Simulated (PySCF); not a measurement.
## Iron: a sound run and one with changed settings

Sound run: Fe⁺ [Ar] 3d6 4s1, Fe²⁺ [Ar] 3d6. Computed with PySCF 2.14 in pcseg-2 (6s4p3d2f1g, 56 functions), with no relativity, point nucleus. In the sound run the correlated levels freeze [Ar]. The sound run starts from symmetry-adapted Hartree-Fock orbitals and uses a fine grid where one is needed.

Changed run: scalar relativity by spin-free X2C-1e. This setting is unsound on purpose.

```
species  method  sound run (hartree)  changed run (hartree)  converged
    Fe⁺     UHF          -1262.19644            -1269.59289        yes
    Fe⁺     PBE          -1263.15136            -1270.54442        yes
    Fe⁺  r2SCAN          -1263.37201            -1270.76624        yes
    Fe⁺     MP2          -1262.32012            -1269.71826        yes
   Fe²⁺     UHF          -1261.64034            -1269.03048        yes
   Fe²⁺     PBE          -1262.53998            -1269.92520        yes
   Fe²⁺  r2SCAN          -1262.76613            -1270.15232        yes
   Fe²⁺     MP2          -1261.74353            -1269.13458        yes
```

Ionisation energy of Fe⁺:

```json
{"method": "UHF", "sound run (eV)": "15.132", "changed run (eV)": "15.304"}
{"method": "PBE", "sound run (eV)": "16.636", "changed run (eV)": "16.850"}
{"method": "r2SCAN", "sound run (eV)": "16.487", "changed run (eV)": "16.706"}
{"method": "MP2", "sound run (eV)": "15.690", "changed run (eV)": "15.883"}
{"method": "SCS-MP2", "sound run (eV)": "15.452", "changed run (eV)": "15.637"}
```

Most of the change in total energy is the relativistic energy itself. On top of that the contraction fixes the core shape for the Hamiltonian it was made with, so the changed run is not a good calculation with the other Hamiltonian either.

For comparison, NIST gives 16.199 eV between the lowest levels.
